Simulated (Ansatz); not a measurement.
Program: Ansatz. Geometries: PBE0-D4/def2-TZVP. ΔE: electronic, gas phase. CCSD(T)/CBS adds triple-zeta CCSD(T) − MP2 to the extrapolated MP2 energy (def2 sets, frozen cores). This one scheme is used for every species. DFT in def2-TZVPP. B3LYP here is the variant with VWN-RPA as its local correlation; programs differ in this. Elements past krypton have def2 core potentials. For Sn outer-core shells are correlated without core-valence functions, which leaves a few kJ/mol of doubt a bond. One conformer a species, not always the lowest.

`[AlH2]/[CH]=[CH]/[SnH3]` + `C=N` → `N=[CH][SnH3]` + `C=[CH][AlH2]`  (formal exchange of groups at the Sn–C bond)

```csv
level,ΔE (kJ/mol)
B3LYP-D4,5.4
r2SCAN,4.4
```

**Question.** What does CCSD(T)/CBS give? (An estimate is asked.)

**Answer.** The calculation gave: +8.7 kJ/mol. The listed levels differ from it by -3.3, -4.3 kJ/mol.

Largest T1 diagnostic among the species: 0.014.

In def2-TZVPP, CCSD(T) changes the Hartree–Fock value by +4.7 kJ/mol (the triples alone add +0.9 kJ/mol) and MP2 by +7.2 kJ/mol.
